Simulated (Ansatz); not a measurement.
Breaking the Pb1–H2 bond in ClHPb (SMILES [Cl][PbH]) (multiplicity 1 held, fragments rigid). Energies count from the point at 1.863 Å.
Geometry at that point (charge 0, multiplicity 1):
```xyz
3

Pb    -0.2182    -0.2125     0.2936
H     -1.3777    -0.8869    -0.9989
Cl     1.1333     1.0773    -1.3574
```

Restricted levels (R-, RO-) in cc, def2 and unpolarised 6-31G sets keep to the state of the molecule at rest. Unrestricted levels (U-) break spin symmetry where that is lower. Active spaces are followed from a long bond inwards. Curves can end on different states.

Frozen-core correlation. Filled d and f shells under p-block atoms count as core.

The values were computed with Ansatz (a first-principles code) with Gaussian orbitals.  In def2 rows elements past Kr take small-core potentials, without spin–orbit coupling.

Energies in kcal/mol.

```json
[
 {"R (Å)": "1.490", "U-MP2/def2-SVP": "25.7", "R-SCS-MP2/def2-SVP": "25.9", "U-CCSD/def2-SVP": "26.4", "SC-NEVPT2 on CASSCF(2,2)/def2-SVP": "27.3", "FIC-MRCISD on CASSCF(2,2)/def2-SVP": "26.6", "FIC-MRCISD+Q on CASSCF(2,2)/def2-SVP": "26.5"},
 {"R (Å)": "1.676", "U-MP2/def2-SVP": "4.8", "R-SCS-MP2/def2-SVP": "4.9", "U-CCSD/def2-SVP": "5.2", "SC-NEVPT2 on CASSCF(2,2)/def2-SVP": "5.6", "FIC-MRCISD on CASSCF(2,2)/def2-SVP": "5.3", "FIC-MRCISD+Q on CASSCF(2,2)/def2-SVP": "5.2"},
 {"R (Å)": "1.863", "U-MP2/def2-SVP": "0.0", "R-SCS-MP2/def2-SVP": "0.0", "U-CCSD/def2-SVP": "0.0", "SC-NEVPT2 on CASSCF(2,2)/def2-SVP": "0.0", "FIC-MRCISD on CASSCF(2,2)/def2-SVP": "0.0", "FIC-MRCISD+Q on CASSCF(2,2)/def2-SVP": "0.0"},
 {"R (Å)": "2.049", "U-MP2/def2-SVP": "3.4", "R-SCS-MP2/def2-SVP": "3.3", "U-CCSD/def2-SVP": "2.8", "SC-NEVPT2 on CASSCF(2,2)/def2-SVP": "2.3", "FIC-MRCISD on CASSCF(2,2)/def2-SVP": "2.6", "FIC-MRCISD+Q on CASSCF(2,2)/def2-SVP": "2.7"},
 {"R (Å)": "2.235", "U-MP2/def2-SVP": "10.7", "R-SCS-MP2/def2-SVP": "10.5", "U-CCSD/def2-SVP": "9.3", "SC-NEVPT2 on CASSCF(2,2)/def2-SVP": "8.2", "FIC-MRCISD on CASSCF(2,2)/def2-SVP": "8.9", "FIC-MRCISD+Q on CASSCF(2,2)/def2-SVP": "9.1"},
 {"R (Å)": "2.515", "U-MP2/def2-SVP": "29.0", "R-SCS-MP2/def2-SVP": "23.9", "U-CCSD/def2-SVP": "21.7", "SC-NEVPT2 on CASSCF(2,2)/def2-SVP": "19.3", "FIC-MRCISD on CASSCF(2,2)/def2-SVP": "20.4", "FIC-MRCISD+Q on CASSCF(2,2)/def2-SVP": "20.6"},
 {"R (Å)": "2.794", "U-MP2/def2-SVP": "40.2", "R-SCS-MP2/def2-SVP": "37.4", "U-CCSD/def2-SVP": "33.7", "SC-NEVPT2 on CASSCF(2,2)/def2-SVP": "29.8", "FIC-MRCISD on CASSCF(2,2)/def2-SVP": "31.3", "FIC-MRCISD+Q on CASSCF(2,2)/def2-SVP": "31.5"},
 {"R (Å)": "3.260", "U-MP2/def2-SVP": "47.7", "R-SCS-MP2/def2-SVP": "56.4", "U-CCSD/def2-SVP": "47.6", "SC-NEVPT2 on CASSCF(2,2)/def2-SVP": "42.6", "FIC-MRCISD on CASSCF(2,2)/def2-SVP": "44.4", "FIC-MRCISD+Q on CASSCF(2,2)/def2-SVP": "44.7"},
 {"R (Å)": "3.725", "U-MP2/def2-SVP": "50.0", "R-SCS-MP2/def2-SVP": "69.7", "U-CCSD/def2-SVP": "53.0", "SC-NEVPT2 on CASSCF(2,2)/def2-SVP": "49.1", "FIC-MRCISD on CASSCF(2,2)/def2-SVP": "51.0", "FIC-MRCISD+Q on CASSCF(2,2)/def2-SVP": "51.3"},
 {"R (Å)": "4.284", "U-MP2/def2-SVP": "50.8", "R-SCS-MP2/def2-SVP": "77.9", "U-CCSD/def2-SVP": "54.4", "SC-NEVPT2 on CASSCF(2,2)/def2-SVP": "52.0", "FIC-MRCISD on CASSCF(2,2)/def2-SVP": "54.0", "FIC-MRCISD+Q on CASSCF(2,2)/def2-SVP": "54.3"},
 {"R (Å)": "5.029", "U-MP2/def2-SVP": "51.1", "R-SCS-MP2/def2-SVP": "77.3", "U-CCSD/def2-SVP": "54.7", "SC-NEVPT2 on CASSCF(2,2)/def2-SVP": "52.9", "FIC-MRCISD on CASSCF(2,2)/def2-SVP": "54.9", "FIC-MRCISD+Q on CASSCF(2,2)/def2-SVP": "55.3"},
 {"R (Å)": "5.961", "U-MP2/def2-SVP": "51.2", "R-SCS-MP2/def2-SVP": "64.8", "U-CCSD/def2-SVP": "54.8", "SC-NEVPT2 on CASSCF(2,2)/def2-SVP": "53.1", "FIC-MRCISD on CASSCF(2,2)/def2-SVP": "55.1", "FIC-MRCISD+Q on CASSCF(2,2)/def2-SVP": "55.4"}
]
```

Doubts at one or more of the structures used: a spin-contaminated determinant (U-MP2/def2-SVP, U-CCSD/def2-SVP); a restricted determinant that unrestricted orbitals would lower (R-SCS-MP2/def2-SVP); T1 above 0.05 (U-CCSD/def2-SVP).
